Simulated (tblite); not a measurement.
A geometry optimisation, step by step.

Compound: C4H12N2SSi.
SMILES with atom numbers: `[H]/[N:1]=[C:2](/[CH2:3][NH2:4])[CH2:5][CH2:6][S:7][SiH3:8]` (hydrogens: H9 on N1; H10, H11 on C3; H12, H13 on N4; H14, H15 on C5; H16, H17 on C6; H18, H19, H20 on Si8)

Computed with GFN2-xTB (tblite), gas phase: L-BFGS steps from a force-field or distance-geometry start until the largest atomic force falls under 0.01 eV/Å. 6 of its 142 geometries are shown.

Step 0: E = -693.1515 eV, largest atomic force 2.250 eV/Å
```
atom  x, y, z in Å  |  force x, y, z in eV/Å
N1     -1.968   -0.238   -0.865   -0.295   0.169   0.333
C2     -1.211   -0.123    0.144   -1.069  -0.402  -1.301
C3     -1.834    0.345    1.421   -0.730  -0.411  -0.147
N4     -3.255    0.616    1.250   -0.969   0.263   1.195
C5      0.226   -0.445    0.128    0.826  -0.188   2.084
C6      0.780   -0.908   -1.165    0.917   1.525  -1.144
S7      2.579   -1.236   -0.970    0.162  -0.281   0.042
Si8     3.491    0.670   -0.578    0.100   0.438  -0.427
H9     -1.559   -0.561   -1.734    0.145   0.000   0.049
H10    -1.283    1.263    1.706   -0.289  -0.280   0.290
H11    -1.739   -0.461    2.173    0.449   0.476  -0.059
H12    -3.869    0.147    1.968    1.009   0.513  -1.369
H13    -3.608    0.522    0.296    0.461  -0.272   0.535
H14     0.425   -1.218    0.910   -0.125   0.356  -0.321
H15     0.779    0.463    0.469   -0.278  -0.504  -0.172
H16     0.690   -0.055   -1.879    0.093  -0.625   0.077
H17     0.371   -1.793   -1.619   -0.222  -0.372   0.168
H18     2.416    1.615   -0.251    0.145  -0.109   0.075
H19     4.040    1.126   -1.869   -0.019  -0.131   0.267
H20     4.522    0.591    0.463   -0.312  -0.162  -0.176
```

Step 28: E = -693.5766 eV, largest atomic force 1.020 eV/Å
```
atom  x, y, z in Å  |  force x, y, z in eV/Å
N1     -2.052   -0.309   -0.870   -0.210  -0.020  -0.042
C2     -1.306   -0.194    0.134    0.016  -0.072  -0.087
C3     -1.905    0.346    1.424    0.328  -0.019  -0.092
N4     -3.319    0.634    1.376    0.675   0.509   0.571
C5      0.174   -0.500    0.205    0.005  -0.047   0.124
C6      0.855   -0.829   -1.111   -0.249   0.151  -0.099
S7      2.626   -1.217   -0.894    0.188   0.239   0.080
Si8     3.565    0.730   -0.706   -0.111  -0.222   0.083
H9     -1.625   -0.668   -1.721    0.001   0.063   0.100
H10    -1.380    1.278    1.673    0.040   0.094  -0.113
H11    -1.669   -0.347    2.239   -0.130  -0.038  -0.040
H12    -3.846   -0.172    1.607   -0.573  -0.827   0.097
H13    -3.553    0.911    0.447   -0.213   0.214  -0.680
H14     0.325   -1.339    0.881   -0.015  -0.118   0.193
H15     0.639    0.372    0.656    0.247   0.113   0.105
H16     0.765   -0.001   -1.807    0.047   0.179  -0.156
H17     0.422   -1.712   -1.580    0.020  -0.105   0.078
H18     2.532    1.685   -0.309    0.018  -0.065  -0.071
H19     4.178    1.079   -1.978   -0.066   0.018  -0.091
H20     4.571    0.575    0.330   -0.019  -0.045   0.038
```

Step 56: E = -693.6608 eV, largest atomic force 0.028 eV/Å
```
atom  x, y, z in Å  |  force x, y, z in eV/Å
N1     -2.056   -0.354   -0.834    0.005   0.009   0.003
C2     -1.297   -0.193    0.155    0.002  -0.007   0.013
C3     -1.903    0.371    1.424   -0.001  -0.002   0.001
N4     -3.338    0.551    1.399   -0.010  -0.004  -0.003
C5      0.178   -0.516    0.258    0.002  -0.008   0.018
C6      0.855   -0.778   -1.076    0.001   0.017   0.007
S7      2.622   -1.206   -0.842    0.012  -0.004  -0.005
Si8     3.576    0.715   -0.744   -0.006  -0.026  -0.007
H9     -1.628   -0.739   -1.671   -0.006   0.014  -0.001
H10    -1.440    1.343    1.627   -0.005  -0.003  -0.012
H11    -1.649   -0.291    2.259   -0.005   0.007  -0.006
H12    -3.784   -0.346    1.234   -0.005  -0.006   0.001
H13    -3.586    1.137    0.607    0.015   0.008  -0.002
H14     0.280   -1.403    0.890    0.014  -0.010  -0.001
H15     0.683    0.304    0.777   -0.008  -0.002  -0.012
H16     0.792    0.089   -1.733    0.000   0.010  -0.023
H17     0.423   -1.644   -1.579    0.007  -0.005   0.021
H18     2.553    1.684   -0.373   -0.024   0.004   0.010
H19     4.119    1.026   -2.059   -0.008   0.006  -0.013
H20     4.596    0.571    0.278    0.020   0.000   0.011
```

Step 85: E = -693.6652 eV, largest atomic force 0.029 eV/Å
```
atom  x, y, z in Å  |  force x, y, z in eV/Å
N1     -2.013   -0.262   -0.857    0.013  -0.004  -0.004
C2     -1.273   -0.164    0.155    0.006  -0.007  -0.001
C3     -1.901    0.370    1.427    0.003  -0.015  -0.011
N4     -3.336    0.543    1.366    0.013   0.014   0.017
C5      0.192   -0.520    0.272    0.000   0.008   0.013
C6      0.860   -0.840   -1.054   -0.010   0.007   0.009
S7      2.638   -1.223   -0.824   -0.003  -0.019  -0.001
Si8     3.535    0.723   -0.739   -0.009  -0.003  -0.001
H9     -1.575   -0.619   -1.700   -0.005  -0.006  -0.011
H10    -1.447    1.342    1.657   -0.012  -0.015  -0.015
H11    -1.660   -0.305    2.255   -0.013  -0.004  -0.004
H12    -3.769   -0.354    1.167   -0.011   0.003   0.010
H13    -3.558    1.141    0.576   -0.015   0.010   0.004
H14     0.283   -1.385    0.936   -0.005   0.003  -0.004
H15     0.708    0.311    0.760    0.009   0.003   0.002
H16     0.770   -0.015   -1.760    0.028   0.006   0.004
H17     0.438   -1.742   -1.498    0.005   0.003  -0.002
H18     2.526    1.641   -0.222   -0.003   0.011   0.015
H19     3.919    1.122   -2.088   -0.002  -0.005  -0.010
H20     4.657    0.558    0.165    0.011   0.007  -0.011
```

Step 113: E = -693.6773 eV, largest atomic force 0.047 eV/Å
```
atom  x, y, z in Å  |  force x, y, z in eV/Å
N1     -1.962   -0.193   -0.920   -0.013  -0.015   0.004
C2     -1.269   -0.153    0.127    0.011   0.011   0.007
C3     -1.929    0.334    1.401   -0.007   0.004   0.005
N4     -3.355    0.556    1.324   -0.020   0.007  -0.034
C5      0.185   -0.527    0.307    0.018   0.004  -0.007
C6      0.915   -0.892   -0.973    0.004  -0.003  -0.014
S7      2.684   -1.237   -0.637   -0.026  -0.028  -0.014
Si8     3.504    0.738   -0.749   -0.028  -0.010   0.018
H9     -1.490   -0.521   -1.759    0.003  -0.004   0.006
H10    -1.452    1.277    1.692   -0.007   0.004   0.016
H11    -1.732   -0.391    2.198   -0.010  -0.008   0.013
H12    -3.811   -0.305    1.036   -0.010   0.002   0.006
H13    -3.545    1.234    0.593   -0.009   0.000  -0.013
H14     0.236   -1.371    1.001    0.019  -0.007   0.001
H15     0.686    0.316    0.790    0.032   0.009   0.023
H16     0.864   -0.093   -1.713   -0.019   0.004   0.009
H17     0.514   -1.810   -1.404    0.022  -0.002  -0.001
H18     2.677    1.611    0.082    0.043   0.010   0.010
H19     3.417    1.166   -2.139    0.003   0.024  -0.040
H20     4.859    0.583   -0.260   -0.005  -0.002   0.006
```

Step 141: E = -693.6867 eV, largest atomic force 0.009 eV/Å
```
atom  x, y, z in Å  |  force x, y, z in eV/Å
N1     -1.930   -0.228   -0.905   -0.004  -0.005   0.004
C2     -1.263   -0.171    0.159    0.000   0.005  -0.002
C3     -1.977    0.311    1.405   -0.001   0.001   0.000
N4     -3.387    0.586    1.241    0.006  -0.001  -0.002
C5      0.196   -0.521    0.359    0.002   0.006  -0.001
C6      0.920   -0.883   -0.926   -0.004   0.001  -0.004
S7      2.695   -1.220   -0.627    0.000   0.000  -0.005
Si8     3.524    0.748   -0.783    0.006   0.000   0.007
H9     -1.435   -0.552   -1.731   -0.008  -0.004   0.001
H10    -1.488    1.230    1.750    0.004   0.000   0.001
H11    -1.856   -0.439    2.194   -0.003   0.001  -0.002
H12    -3.860   -0.262    0.943   -0.002  -0.007  -0.002
H13    -3.508    1.254    0.486    0.001   0.003   0.006
H14     0.259   -1.362    1.056   -0.004   0.005   0.000
H15     0.690    0.328    0.838    0.000   0.009  -0.001
H16     0.848   -0.082   -1.663    0.008  -0.001  -0.005
H17     0.520   -1.804   -1.353    0.006  -0.005   0.001
H18     2.919    1.604    0.236    0.002  -0.006   0.000
H19     3.188    1.250   -2.112   -0.001   0.002   0.006
H20     4.941    0.533   -0.570   -0.005  -0.002  -0.001
```

**Question.** Summarise the path.

**Answer.** The energy falls by 12.34 kcal/mol from step 0 to step 141; nine tenths of that is first reached at step 34. It rises by more than 0.2 meV at step 28. The largest force goes from 2.250 to 0.009 eV/Å. Among the bonds C2–C5 changes most, from 1.473 to 1.514 Å; the atoms move by 0.509 Å rms after alignment.

What follows is the cost of the whole relaxation. Time: 1.2 s. Hardware: one thread, Intel Xeon Platinum 8488C (x86_64), on a shared host.
